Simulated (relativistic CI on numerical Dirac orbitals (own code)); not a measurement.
Energy levels of Ho³⁰⁺

Computed by Dirac-Coulomb-Breit CI, KLI orbitals optimised for each configuration, a model potential for QED, unscaled Slater integrals (own radial code, finite nucleus).

Configurations in the expansion (outside the closed core [Ar] 3d10): 4s²4p⁶4d, 4s²4p⁵4d², 4s²4p⁶4f, 4s4p⁶4d², 4s²4p⁵4d4f, 4s4p⁶4d4f, 4s²4p⁶5s, 4s²4p⁶5p, 4s²4p⁶5d, 4s²4p⁵4d5s, 4s²4p⁶5f, 4p⁶4d²4f, 4s²4p⁵4d5p, 4s²4p⁶5g, 4s4p⁶4f5s, 4s4p⁶4d5s, 4s²4p⁵4d5d, 4s²4p⁶6s, 4p⁶4d³, 4p⁵4d⁴, 4p⁵4d³4f, 4p⁶4d4f², 4p⁵4d²4f², 4p⁶4f³, 4p⁵4d4f³, 4p⁶4f²5s, 4s4p⁶4f², 4s4p⁵4f³, 4s4p⁶4f5p, 4s4p⁵4f²5p, 4p⁶4f²5p. Double excitations out of closed p, d and f shells are left out; levels of such configurations are missing from the list, as are those of other unlisted configurations, and high levels can miss mixing partners. These lack a partner that the ground configuration has and come out too high: 4s²4p⁵4d5s, 4s²4p⁵4d5p, 4s²4p⁵4d5d, 4s²4p⁶5d, 4s²4p⁶5f.

The lowest level is 4s²4p⁶4d ²D3/2, with 99 % of that term; Hund's rules for 4s²4p⁶4d give ²D with J = 3/2, in agreement.

| No. | Configuration | Term | J | E (cm⁻¹) | % | Next component (%) | Lifetime (s) |
| --- | --- | --- | --- | --- | --- | --- | --- |
| 1 | 4s²4p⁶4d | ²D | 3/2 | 0 | 99 |  |  |
| 2 | 4s²4p⁶4d | ²D | 5/2 | 87726 | 99 |  | 1.38e-04 |
| 3 | 4p⁵4d²(3F) | ⁴D° | 1/2 | 1020280 | 90 | 9 ²P° | 1.15e-09 |
| 4 | 4p⁵4d²(3F) | ⁴D° | 3/2 | 1023441 | 54 | 21 ⁴F° | 2.32e-09 |
| 5 | 4p⁵4d²(3F) | ⁴F° | 5/2 | 1046314 | 39 | 18 ²D° | 1.32e-09 |
| 6 | 4p⁵4d²(3F) | ⁴G° | 7/2 | 1060919 | 38 | 28 ²G° | 2.65e-08 |
| 7 | 4p⁵4d²(3F) | ⁴D° | 5/2 | 1095792 | 45 | 25 ⁴P° | 9.02e-09 |
| 8 | 4p⁵4d²(3P) | ⁴P° | 3/2 | 1105621 | 37 | 19 ²P° | 7.36e-10 |
| 9 | 4p⁵4d²(3P) | ⁴D° | 7/2 | 1115816 | 51 | 30 ⁴F° | 6.75e-10 |
| 10 | 4p⁵4d²(3F) | ⁴G° | 9/2 | 1116183 | 72 | 14 ⁴F° | 2.52e-04 |
| 11 | 4p⁵4d²(1D) | ²D° | 3/2 | 1132836 | 39 | 35 ⁴D° | 1.75e-10 |
| 12 | 4p⁵4d²(3P) | ⁴P° | 5/2 | 1135575 | 43 | 33 ²F° | 1.43e-09 |
| 13 | 4p⁵4d²(3F) | ⁴G° | 11/2 | 1141176 | 59 | 41 ²H° | 4.53e-03 |
| 14 | 4p⁵4d²(3F) | ²G° | 7/2 | 1153555 | 45 | 30 ²F° | 1.87e-07 |
| 15 | 4p⁵4d²(3P) | ⁴P° | 1/2 | 1165790 | 38 | 27 ²P° | 1.95e-08 |
| 16 | 4p⁵4d²(1D) | ²F° | 7/2 | 1181887 | 42 | 30 ⁴D° | 1.50e-09 |
| 17 | 4p⁵4d²(1D) | ²D° | 5/2 | 1185948 | 40 | 35 ⁴D° | 9.87e-11 |
| 18 | 4p⁵4d²(3P) | ²D° | 3/2 | 1195660 | 30 | 25 ⁴S° | 1.19e-09 |
| 19 | 4p⁵4d²(3F) | ²G° | 9/2 | 1196975 | 47 | 40 ⁴F° | 2.34e-04 |
| 20 | 4p⁵4d²(1G) | ²H° | 11/2 | 1212899 | 59 | 41 ⁴G° | 1.01e-04 |
| 21 | 4p⁵4d²(1D) | ²D° | 5/2 | 1225168 | 41 | 29 ²F° | 7.50e-11 |
| 22 | 4p⁵4d²(1D) | ²F° | 7/2 | 1230285 | 43 | 34 ⁴D° | 4.70e-11 |
| 23 | 4p⁵4d²(1G) | ²F° | 5/2 | 1230539 | 40 | 24 4s²4p⁶4f ²F° | 9.26e-12 |
| 24 | 4p⁵4d²(1G) | ²G° | 9/2 | 1249338 | 55 | 23 ⁴F° | 5.29e-05 |
| 25 | 4p⁵4d²(3F) | ⁴F° | 3/2 | 1260279 | 34 | 33 ²D° | 3.97e-12 |
| 26 | 4p⁵4d²(1D) | ²P° | 1/2 | 1261415 | 64 | 17 ²S° | 4.51e-11 |
| 27 | 4p⁵4d²(3F) | ²F° | 7/2 | 1311948 | 37 | 26 ⁴D° | 2.83e-11 |
| 28 | 4p⁵4d²(3P) | ²P° | 1/2 | 1328942 | 48 | 35 ⁴D° | 2.17e-12 |
| 29 | 4p⁵4d²(1S) | ²P° | 3/2 | 1338950 | 62 | 23 ²D° | 4.64e-10 |
| 30 | 4p⁵4d²(3F) | ⁴F° | 5/2 | 1383678 | 27 | 26 ²D° | 2.31e-12 |
| 31 | 4p⁵4d²(1S) | ²P° | 3/2 | 1386898 | 36 | 25 ⁴S° | 2.86e-12 |
| 32 | 4s²4p⁶4f | ²F° | 5/2 | 1409912 | 39 | 29 4s²4p⁵4d² ⁴G° | 5.93e-12 |
| 33 | 4s²4p⁶4f | ²F° | 7/2 | 1432251 | 63 | 24 4s²4p⁵4d² ²G° | 4.00e-12 |
| 34 | 4p⁵4d²(3F) | ⁴G° | 7/2 | 1549883 | 44 | 26 ²G° | 7.99e-10 |
| 35 | 4p⁵4d²(3F) | ⁴G° | 5/2 | 1557924 | 28 | 22 ²D° | 2.09e-12 |
| 36 | 4p⁵4d²(3P) | ⁴D° | 3/2 | 1571669 | 39 | 31 ²D° | 5.48e-11 |
| 37 | 4p⁵4d²(1D) | ²F° | 5/2 | 1577422 | 49 | 24 4s²4p⁶4f ²F° | 7.81e-13 |
| 38 | 4p⁵4d²(3P) | ⁴P° | 1/2 | 1578326 | 38 | 33 ²S° | 8.90e-10 |
| 39 | 4p⁵4d²(3F) | ²G° | 9/2 | 1587128 | 40 | 38 ²H° | 7.37e-07 |
| 40 | 4p⁵4d²(3F) | ⁴D° | 7/2 | 1645143 | 38 | 33 ²F° | 2.23e-11 |
| 41 | 4p⁵4d²(3P) | ²P° | 1/2 | 1645310 | 65 | 23 ⁴D° | 6.66e-13 |
| 42 | 4s²4p⁵4d² | ²D° | 3/2 | 1672185 | 27 | 26 ²P° | 1.16e-11 |
| 43 | 4p⁵4d²(3F) | ²G° | 9/2 | 1675128 | 45 | 28 ²H° | 6.67e-07 |
| 44 | 4p⁵4d²(1D) | ²F° | 5/2 | 1690303 | 37 | 37 ²D° | 8.75e-09 |
| 45 | 4p⁵4d²(3F) | ²D° | 3/2 | 1705504 | 78 | 13 ²P° | 3.68e-13 |

Energies count from the lowest computed level; ° marks odd parity; lifetimes are radiative, by E1, M1, E2, M2, E3 decay to levels of this space only. Percentages are summed over parent terms; the parents shown are those of the largest component, closed shells are left out there.

The mean weight of the leading LS term, summed over parents, in these 45 levels is 49 %, and that of the leading jj configuration (from the same eigenvectors) 85 %, so jj coupling describes them better and the LS labels are nominal.

At this charge energies of transitions that change n are usually good to better than 1 %, and those within a shell (Δn = 0) to a few per cent.

LS names give the leading component of a level, which can be under half, so a name can repeat, a term be missing and a line seem to break the LS rules.
